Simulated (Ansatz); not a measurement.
Reaction (ligand exchange at the Si–C bond): `O/C([SiH3])=C\I` + `S[SiH](Cl)Cl` → `[SiH3]S[SiH](Cl)Cl` + `O/C=C\I`

Program: Ansatz. Geometries: PBE0-D4/def2-TZVP. ΔE: electronic, gas phase. CCSD(T)/CBS is the MP2 limit (def2-TZVPP, def2-QZVPP) plus CCSD(T) − MP2 in def2-TZVPP, frozen cores. Double bonds are as drawn, so ΔE can hold a change between cis and trans. DFT in def2-TZVPP. B3LYP here is the variant with VWN-RPA as its local correlation; programs differ in this. Elements past krypton have def2 core potentials. For I outer-core shells are correlated without core-valence functions, which leaves a few kJ/mol of doubt a bond. One conformer a species, not always the lowest.

`O/C([SiH3])=C\I`:

Z-matrix (Å, degrees):
```
Si
C 1 1.881
H 1 1.483 2 107.5
H 1 1.484 2 109.7 3 -120.0
H 1 1.484 2 109.7 3 120.0
C 2 1.334 1 120.1 3 -0.0
O 2 1.346 1 114.6 3 180.0
I 6 2.083 2 121.5 1 -180.0
H 6 1.079 2 123.5 1 0.0
H 7 0.972 2 109.0 1 180.0
```

`S[SiH](Cl)Cl`:

```xyz
6

S     1.027    0.502   -1.290
Si   -0.143   -0.321    0.265
Cl    0.918   -1.905    0.979
Cl   -0.479    1.027    1.762
H     0.142    1.487   -1.528
H    -1.465   -0.790   -0.187
```

`[SiH3]S[SiH](Cl)Cl`:

```xyz
9

Si    1.593   -0.317    0.351
S    -0.316   -1.237    0.728
Si   -1.621    0.113   -0.229
Cl   -1.229    0.275   -2.228
Cl   -1.504    1.991    0.568
H     1.652    1.032    0.960
H     1.856   -0.236   -1.104
H     2.562   -1.227    1.006
H    -2.992   -0.395   -0.052
```

`O/C=C\I`:

Cartesian coordinates in Å:
```
O 1.440 0.478 -0.225
C 0.176 0.287 -0.616
C -0.817 -0.253 0.081
I -0.526 -0.929 2.022
H 1.536 0.151 0.683
H 0.003 0.635 -1.630
H -1.813 -0.369 -0.315
```

```csv
level,ΔE (kcal/mol),difference from CCSD(T)/CBS
PBE-D4,-15.2,-0.1
r2SCAN-D4,-15.3,-0.2
PBE0-D4,-16.0,-0.9
B3LYP-D4,-15.1,0.0
ωB97X-V,-15.4,-0.3
ωB97M-V,-15.4,-0.3
B2PLYP,-14.3,0.8
PBE,-14.5,0.6
r2SCAN,-15.2,-0.1
PBE0,-15.4,-0.3
B3LYP,-13.9,1.2
HF/def2-TZVPP,-15.5,-0.4
MP2/def2-TZVPP,-15.2,-0.1
SCS-MP2/def2-TZVPP,-14.7,0.4
CCSD/def2-TZVPP,-14.4,0.7
CCSD(T)/def2-TZVPP,-14.3,0.8
HF/def2-QZVPP,-15.5,-0.4
MP2/def2-QZVPP,-15.6,-0.5
SCS-MP2/def2-QZVPP,-15.1,0.0
HF/CBS(def2),-15.5,-0.4
MP2/CBS(def2),-15.9,-0.8
CCSD/CBS(def2),-15.2,-0.1
CCSD(T)/CBS,-15.1,0
```

Largest T1 diagnostic among the species: 0.012.

From PBE to PBE0 (25 % exact exchange), in def2-TZVPP and without D4, ΔE moves by −0.9 kcal/mol. The D4 term adds −1.2 kcal/mol with B3LYP and −0.7 kcal/mol with PBE0; it sums over pairs of atoms, weighted by their polarisabilities, and B3LYP, whose exchange is more repulsive, gets the larger term.

CCSD(T)/CBS has its own doubt, a few kJ/mol and more with outer-core shells, so smaller differences from it don't rank the levels.
